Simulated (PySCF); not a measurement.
PySCF job for C₄H₄ClF, SMILES C=C=C(CCl)F, B3LYP-D3(BJ)/def2-SVP. Coordinates come from a B3LYP-D3(BJ)/def2-SVP optimisation. The structure was generated by enumeration, and PubChem lists no compound with its InChIKey, so it may never have been made. The values are those of a single conformer.

```python
import numpy as np
from pyscf import gto, scf, dft, df
from pyscf.hessian import thermo

mol = gto.M(
    atom='''
    C     2.50270126   -0.20438814   -1.53342195
    C     1.40403247   -0.41608344   -0.85668585
    C     0.28182321   -0.60197817   -0.19920992
    F     0.18319544   -1.53322482    0.77059153
    C    -0.98001596    0.15007926   -0.43612206
    Cl   -1.42186784    1.18822136    0.98620864
    H     2.71527762   -0.73868632   -2.46772874
    H     3.25761545    0.51302849   -1.18826404
    H    -1.81868487   -0.54551491   -0.58261054
    H    -0.88245982    0.80465604   -1.30962868
    ''',
    basis='def2-SVP',
    charge=0,
    spin=0,
    max_memory=1600,
    verbose=3,
)
mf = dft.RKS(mol, xc='b3lyp').density_fit(auxbasis='def2-universal-jkfit')
mf.disp = 'd3bj'
mf.grids.level = 3
mf.conv_tol = 1e-11
mf.max_cycle = 100
mf.kernel()

# [left out here: the lines that compute and print the analytic Hessian (its translational invariance restored by hand, since the grid's response is missing), thermochemistry and intensities]
```

It prints:

```
converged SCF energy = -714.490808702275

WARN: DFTD3 does not support analytical Hessian, using finite difference


WARN: Mole.unit (angstrom) is changed to Bohr

Mode                                 0                   1                   2
Irrep
Freq [cm^-1]                       66.7648            168.0629            177.0295
Reduced mass [au]                   4.9314              6.6021              4.0238
Force const [Dyne/A]                0.0130              0.1099              0.0743
Char temp [K]                      96.0596            241.8050            254.7061
Normal mode                   x     y     z       x     y     z       x     y     z
       0   C                -0.04  0.11  0.05   -0.03 -0.01 -0.07    0.08 -0.10  0.06
       1   C                -0.03  0.01  0.03    0.04 -0.00  0.04   -0.02  0.06 -0.05
       2   C                -0.03 -0.06  0.01    0.06 -0.01  0.07   -0.02  0.04 -0.04
       3   F                -0.00 -0.09 -0.02    0.03 -0.11 -0.04    0.09 -0.01 -0.07
       4   C                -0.05 -0.09  0.03    0.07  0.02  0.06   -0.08 -0.04  0.05
       5  Cl                 0.06  0.05 -0.04   -0.07  0.06 -0.01   -0.03  0.04  0.02
       6   H                 0.02  0.16  0.04   -0.17  0.04 -0.13    0.11 -0.16  0.10
       7   H                -0.09  0.15  0.09    0.06 -0.08 -0.12    0.12 -0.17  0.11
       8   H                -0.06 -0.10  0.16    0.08  0.03 -0.00   -0.05 -0.10  0.17
       9   H                -0.12 -0.17 -0.04    0.13  0.02  0.06   -0.21 -0.08 -0.00
Mode                                 3                   4                   5
Irrep
Freq [cm^-1]                      282.5225            391.7478            512.8627
Reduced mass [au]                   3.2824              3.2405              4.1921
Force const [Dyne/A]                0.1544              0.2930              0.6497
Char temp [K]                     406.4870            563.6379            737.8952
Normal mode                   x     y     z       x     y     z       x     y     z
       0   C                -0.02 -0.04 -0.03   -0.07 -0.03  0.05   -0.03 -0.02  0.02
       1   C                 0.05  0.15  0.14   -0.09  0.07  0.03   -0.08  0.03 -0.07
       2   C                -0.00  0.04  0.01   -0.07 -0.03  0.01    0.03  0.13  0.13
       3   F                -0.04  0.00 -0.03    0.11 -0.04  0.02   -0.02 -0.01 -0.01
       4   C                -0.03 -0.04 -0.01    0.00  0.07 -0.05    0.02  0.02  0.06
       5  Cl                 0.03 -0.03 -0.01    0.02 -0.01 -0.02    0.03 -0.04 -0.05
       6   H                -0.25 -0.22  0.01   -0.08 -0.11  0.10   -0.06  0.17 -0.09
       7   H                 0.13 -0.08 -0.28   -0.04 -0.04  0.02    0.06 -0.21  0.24
       8   H                 0.00 -0.09  0.06   -0.09  0.23 -0.27    0.12 -0.10  0.07
       9   H                -0.10 -0.06 -0.04    0.25  0.15  0.03   -0.02 -0.04  0.01
Mode                                 6                   7                   8
Irrep
Freq [cm^-1]                      621.8456            640.2222            728.3547
Reduced mass [au]                   4.5837              1.3590              5.8937
Force const [Dyne/A]                1.0443              0.3282              1.8422
Char temp [K]                     894.6974            921.1372           1047.9402
Normal mode                   x     y     z       x     y     z       x     y     z
       0   C                 0.06 -0.00 -0.02    0.02  0.01 -0.00   -0.02 -0.01  0.01
       1   C                -0.05  0.15 -0.12    0.01  0.06 -0.00   -0.02  0.01 -0.02
       2   C                 0.03 -0.07 -0.00   -0.02 -0.09 -0.08    0.03  0.05  0.07
       3   F                -0.07 -0.03  0.06   -0.00  0.02  0.05    0.00 -0.01  0.00
       4   C                 0.07 -0.04  0.03    0.01 -0.02  0.00    0.02 -0.11 -0.20
       5  Cl                -0.01  0.01  0.01   -0.00  0.00  0.00   -0.00  0.03  0.06
       6   H                 0.19 -0.22  0.14   -0.29  0.40 -0.30   -0.04  0.06 -0.04
       7   H                 0.00  0.09 -0.09    0.33 -0.45  0.27    0.02 -0.08  0.08
       8   H                 0.02  0.03 -0.04   -0.02  0.02 -0.02    0.03 -0.13 -0.15
       9   H                 0.16 -0.01  0.06    0.02 -0.01  0.01    0.04 -0.09 -0.18
Mode                                 9                  10                  11
Irrep
Freq [cm^-1]                      805.3799            907.1742            921.7607
Reduced mass [au]                   5.1384              1.6889              1.3459
Force const [Dyne/A]                1.9637              0.8189              0.6738
Char temp [K]                    1158.7624           1305.2217           1326.2084
Normal mode                   x     y     z       x     y     z       x     y     z
       0   C                -0.09 -0.02  0.06    0.03 -0.01  0.00   -0.06  0.10 -0.07
       1   C                -0.05  0.00  0.03    0.01 -0.01  0.00    0.02 -0.03  0.02
       2   C                -0.00 -0.05 -0.04    0.00  0.02  0.03    0.00  0.00  0.00
       3   F                 0.00  0.09 -0.08   -0.01  0.05 -0.05   -0.00  0.01 -0.01
       4   C                 0.16 -0.06  0.04   -0.07 -0.13  0.07   -0.01 -0.02  0.01
       5  Cl                -0.01  0.01  0.01    0.01  0.01 -0.00    0.00  0.00 -0.00
       6   H                -0.10 -0.06  0.09   -0.04  0.11 -0.08    0.27 -0.43  0.30
       7   H                -0.12  0.01  0.06   -0.02  0.07 -0.07    0.27 -0.43  0.31
       8   H                 0.18 -0.11  0.13   -0.14  0.07 -0.48   -0.02  0.01 -0.08
       9   H                 0.12 -0.12 -0.00    0.37  0.16  0.35    0.06  0.03  0.06
Mode                                12                  13                  14
Irrep
Freq [cm^-1]                     1001.8771           1139.9288           1232.9884
Reduced mass [au]                   1.4649              1.1653              1.8449
Force const [Dyne/A]                0.8663              0.8922              1.6525
Char temp [K]                    1441.4781           1640.1037           1773.9958
Normal mode                   x     y     z       x     y     z       x     y     z
       0   C                -0.04 -0.09 -0.09   -0.04 -0.01  0.03    0.03  0.01 -0.02
       1   C                 0.03  0.07  0.07   -0.00  0.00 -0.00    0.00 -0.02  0.02
       2   C                -0.01 -0.01 -0.01    0.03  0.02 -0.07   -0.13  0.10 -0.08
       3   F                -0.00 -0.00  0.00    0.00 -0.03  0.03    0.00 -0.04  0.04
       4   C                -0.00 -0.00  0.00    0.01 -0.00 -0.01    0.02  0.01  0.05
       5  Cl                 0.00  0.00 -0.00    0.00  0.01 -0.00    0.00  0.00  0.01
       6   H                 0.51  0.23 -0.14   -0.10 -0.05  0.04    0.09  0.04 -0.02
       7   H                -0.39  0.05  0.42   -0.08  0.02  0.05    0.07  0.01 -0.10
       8   H                 0.00 -0.01 -0.01    0.37 -0.40 -0.29    0.30 -0.30 -0.21
       9   H                -0.00  0.01  0.01   -0.38  0.45  0.31    0.34 -0.33 -0.18
Mode                                15                  16                  17
Irrep
Freq [cm^-1]                     1284.2184           1326.6719           1439.9465
Reduced mass [au]                   2.2104              1.6015              1.1370
Force const [Dyne/A]                2.1478              1.6607              1.3890
Char temp [K]                    1847.7044           1908.7855           2071.7625
Normal mode                   x     y     z       x     y     z       x     y     z
       0   C                -0.00  0.00  0.00    0.04  0.01 -0.02    0.02  0.00 -0.01
       1   C                 0.02 -0.01  0.00   -0.05 -0.01  0.03    0.01  0.00 -0.01
       2   C                -0.05  0.13 -0.08   -0.12 -0.04  0.08   -0.00 -0.03  0.01
       3   F                -0.00 -0.04  0.04    0.01  0.02 -0.02    0.00  0.01 -0.00
       4   C                 0.08 -0.09 -0.02    0.05 -0.01 -0.03   -0.07  0.03 -0.05
       5  Cl                -0.00 -0.00 -0.01    0.00 -0.00 -0.00    0.00 -0.00 -0.00
       6   H                -0.06 -0.01 -0.01    0.41  0.20 -0.07   -0.13 -0.08  0.00
       7   H                -0.03  0.01  0.04    0.29 -0.07 -0.36   -0.08  0.04  0.13
       8   H                -0.28  0.31  0.34    0.09 -0.09  0.14    0.15 -0.35  0.52
       9   H                 0.01  0.23  0.23   -0.16  0.26  0.17    0.55  0.25  0.20
Mode                                18                  19                  20
Irrep
Freq [cm^-1]                     1483.0361           2089.9487           3085.8583
Reduced mass [au]                   1.9870             10.4154              1.0616
Force const [Dyne/A]                2.5749             26.8039              5.9563
Char temp [K]                    2133.7588           3006.9709           4439.8630
Normal mode                   x     y     z       x     y     z       x     y     z
       0   C                 0.12  0.02 -0.08   -0.09 -0.02  0.06   -0.00  0.00  0.00
       1   C                -0.00 -0.01  0.01    0.20  0.03 -0.12   -0.00 -0.00  0.00
       2   C                -0.12 -0.02  0.07   -0.11 -0.02  0.07   -0.00  0.00 -0.00
       3   F                 0.01  0.01 -0.02    0.00  0.00 -0.00   -0.00 -0.00 -0.00
       4   C                 0.05 -0.01  0.00    0.01  0.00 -0.00    0.05  0.02  0.04
       5  Cl                 0.00 -0.00 -0.00    0.00 -0.00 -0.00   -0.00  0.00  0.00
       6   H                -0.37 -0.26 -0.03   -0.01  0.04  0.07    0.00 -0.00 -0.01
       7   H                -0.20  0.15  0.37   -0.05 -0.05 -0.03    0.00  0.00  0.00
       8   H                 0.04  0.02 -0.10    0.02 -0.02 -0.00   -0.65 -0.52 -0.09
       9   H                -0.21  0.01 -0.01   -0.02  0.01  0.01    0.05  0.30 -0.38
Mode                                21                  22                  23
Irrep
Freq [cm^-1]                     3105.1937           3170.4063           3188.7588
Reduced mass [au]                   1.0603              1.1090              1.1166
Force const [Dyne/A]                6.0238              6.5679              6.6895
Char temp [K]                    4467.6824           4561.5088           4587.9140
Normal mode                   x     y     z       x     y     z       x     y     z
       0   C                 0.06  0.01 -0.03    0.00  0.00  0.00   -0.03 -0.06 -0.06
       1   C                -0.01 -0.00  0.00   -0.00  0.00  0.00   -0.00 -0.00 -0.00
       2   C                -0.00 -0.00  0.00    0.00  0.00 -0.00   -0.00 -0.00 -0.00
       3   F                 0.00  0.00 -0.00    0.00 -0.00  0.00   -0.00 -0.00 -0.00
       4   C                 0.00 -0.00  0.00    0.03  0.07 -0.05    0.00  0.00 -0.00
       5  Cl                -0.00  0.00  0.00   -0.00 -0.00  0.00    0.00 -0.00 -0.00
       6   H                -0.12  0.34  0.58   -0.00  0.00  0.00   -0.13  0.32  0.57
       7   H                -0.46 -0.45 -0.22   -0.00 -0.00 -0.00    0.46  0.43  0.20
       8   H                -0.00 -0.00 -0.00   -0.36 -0.29 -0.06   -0.00 -0.00 -0.00
       9   H                 0.00  0.00 -0.01   -0.07 -0.50  0.65   -0.00 -0.00  0.00
temperature 298.1500 [K]
pressure 101325.00 [Pa]
Rotational constants [GHz] 5.35069 1.53634 1.31368
Symmetry number 1
Zero-point energy (ZPE) 0.06783 [Eh]   178079.459 [J/mol]
                           tot       elec      trans        rot        vib
Entropy [J/mol/K]       341.839      0.000    166.968    116.270     58.600
Cv [J/mol/K]             90.757      0.000     12.472     12.472     65.813
Cp [J/mol/K]             99.071      0.000     20.786     12.472     65.813
Internal energy [J/mol]                      3718.434   3718.434 187688.589
Internal energy [Eh]   -714.41649  -714.49081
Enthalpy [J/mol]                             6197.391   3718.434 187688.589
Enthalpy [Eh]          -714.41555
Gibbs free energy [J/mol]                  -43584.219 -30947.531 170216.937
Gibbs free energy [Eh] -714.45436
mode   freq/cm-1   IR/(km/mol)
   1       66.76         0.856
   2      168.06         0.743
   3      177.03         1.503
   4      282.52         3.636
   5      391.75         3.311
   6      512.86         8.260
   7      621.85        26.828
   8      640.22         6.131
   9      728.35        44.672
  10      805.38        22.478
  11      907.17         0.613
  12      921.76        35.751
  13     1001.88         0.380
  14     1139.93        22.081
  15     1232.99        39.693
  16     1284.22       140.168
  17     1326.67        22.014
  18     1439.95        15.447
  19     1483.04        30.250
  20     2089.95         8.506
  21     3085.86         7.378
  22     3105.19         3.831
  23     3170.41         1.574
  24     3188.76         0.327
max |gradient| / (hartree/bohr): 0.0002737780357412805
APT charges: [-0.0621 -0.1076  0.5648 -0.5198  0.4008 -0.3468  0.0423  0.0477 -0.0275
  0.0083]
```

The calculation finished and met its thresholds.
